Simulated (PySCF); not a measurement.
## Dipole response of Tc⁺ (technetium, charge +1)

[Kr] 4d5 5s1, high-spin 7S determinant. All numbers are calculated (PySCF 2.14, scalar relativity by spin-free X2C-1e, in aug-cc-pVTZ-DK). Coupled (time-dependent) response in atomic units; α is the mean over directions.

```csv
method,mean α (bohr³),C₆ (like pair),S(−4)
UHF,46.85,355.8,1538
PBE,33.96,252.3,652.9
```

S(−4) is the Cauchy moment in α(ω) = α(0) + S(−4) ω² + …

α(iu) at UHF:

| u (hartree) | α(iu) (bohr³) |
| --- | --- |
| 0 | 46.85 |
| 0.0500 | 43.36 |
| 0.100 | 35.89 |
| 0.200 | 23.01 |
| 0.300 | 15.94 |
| 0.500 | 9.624 |
| 0.750 | 6.367 |
| 1.00 | 4.683 |
| 1.50 | 2.915 |
| 2.00 | 1.997 |
| 3.00 | 1.095 |
| 5.00 | 0.4667 |

A single London oscillator, α(iu) = α/(1 + u²/ω²), gives C₆ = (3/4) ω α². Matching the computed C₆ needs ω = 4 × 355.8 / (3 × 46.85²) = 0.216 hartree.

For an ion, C₆ is the dispersion term alone; charge-induced terms of lower order in 1/R come first.
